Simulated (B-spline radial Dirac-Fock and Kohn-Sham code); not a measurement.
## Two-hole binding energies of Ga¹¹⁺

System: Ga¹¹⁺ in the configuration [Ar] 3d2.

Model: Dirac-Fock ΔSCF + Breit + QED. Program: an atomic code on a B-spline grid. U is the two-hole binding energy less the two single-hole energies, the effective repulsion of the holes after relaxation. Each two-hole energy is an average over J within one jj subconfiguration.

```tsv
holes	E(a) (eV)	E(b) (eV)	E(ab) (eV)	U (eV)
1s⁻¹ 2p1/2⁻¹	10712.4	1492.6	12348.1	143.1
1s⁻¹ 2p3/2⁻¹	10712.4	1465.4	12317.2	139.4
1s⁻¹ 3p1/2⁻¹	10712.4	399.1	11164.3	52.7
2s⁻²	1654.1	1654.1	3402.5	94.4
2s⁻¹ 2p1/2⁻¹	1654.1	1492.6	3235.1	88.5
2p3/2⁻²	1465.4	1465.4	3034.6	103.9
2s⁻¹ 3p1/2⁻¹	1654.1	399.1	2100.2	47.0
2s⁻¹ 3p3/2⁻¹	1654.1	394.4	2095.1	46.6
2p1/2⁻¹ 3s⁻¹	1492.6	456.7	1996.2	46.9
2p3/2⁻¹ 3s⁻¹	1465.4	456.7	1968.9	46.9
2p1/2⁻¹ 3p3/2⁻¹	1492.6	394.4	1934.7	47.8
2p3/2⁻¹ 3p1/2⁻¹	1465.4	399.1	1912.6	48.1
3p1/2⁻¹ 3p3/2⁻¹	399.1	394.4	?	?
3p3/2⁻²	394.4	394.4	825.9	37.1
```

Q: Give the missing two-hole energy and U.

A: E(ab) = 830.1 eV and U = 36.6 eV.

Values without a named source are computed, but for edge energies of neutral atoms, which are taken from tables.
